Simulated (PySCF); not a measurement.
Si(OH)3(NH2), SMILES N[Si](O)(O)O (H₅NO₃Si) (PBE0/def2-SVP optimised geometry):

```
10

N     -1.262    -1.849     1.394
Si    -0.715    -1.018     0.000
O      0.943    -1.018     0.000
O     -1.183    -1.728    -1.411
O     -1.370     0.505     0.000
H     -2.255    -1.842     1.603
H     -0.865    -2.759     1.603
H      1.370    -0.712     0.804
H     -0.897    -1.291    -2.217
H     -1.256     1.018     0.804
```

Calculation: PySCF with PBE0/def2-TZVP.

Q: What are the frontier orbital energies and the dipole moment?

A: HOMO-2 -9.40 eV, HOMO-1 -8.86 eV, HOMO -7.92 eV, LUMO 0.41 eV, LUMO+1 1.71 eV; dipole moment 2.21 D.

On the same geometry PBE/def2-TZVP (PySCF) gives HOMO-2 -7.62 eV, HOMO-1 -7.07 eV, HOMO -6.39 eV, LUMO -0.46 eV, LUMO+1 0.85 eV; dipole moment 2.13 D.

Meta-Löwdin charges at PBE0/def2-TZVP: N1 -0.77, Si2 1.52, O3 -0.77, O4 -0.76, O5 -0.77, H6 0.25, H7 0.25, H8 0.35, H9 0.36, H10 0.35.
